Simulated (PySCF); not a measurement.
Polarisability and C₆ of Hf(52+) (hafnium, charge +52)

[Ar] 3d2, high-spin 3F determinant. Computed with PySCF 2.14 in an even-tempered Gaussian basis (17 s from 13 bohr⁻², ratio 2.5; 12 p from 17 bohr⁻², ratio 2.5; 7 d from 17 bohr⁻², ratio 2.5; 4 f from 58 bohr⁻², ratio 2.7; 3 g from 86 bohr⁻², ratio 2.7), with scalar relativity by spin-free X2C-1e. Coupled (time-dependent) response in atomic units; α is the mean over directions.

| method | mean α (bohr³) | C₆ (like pair) | S(−4) |
| --- | --- | --- | --- |
| UHF | 0.003758 | 0.0002572 | 1.085e-05 |
| PBE0 | 0.003748 | 0.0002559 | 1.085e-05 |

S(−4) is the Cauchy moment in α(ω) = α(0) + S(−4) ω² + …

Spin-orbit coupling is absent.

α(iu) at UHF:

```csv
u (hartree),α(iu) (bohr³)
0,0.003758
2.00,0.003715
4.00,0.003594
8.00,0.003191
12.0,0.002720
16.0,0.002293
20.0,0.001947
30.0,0.001386
40.0,0.001082
60.0,0.0007714
100,0.0004894
```

For an ion, C₆ is the dispersion term alone; charge-induced terms of lower order in 1/R come first.

Spin-orbit coupling is strong in this species (close to jj coupling), so the high-spin LS determinant is a model state, not a physical level.
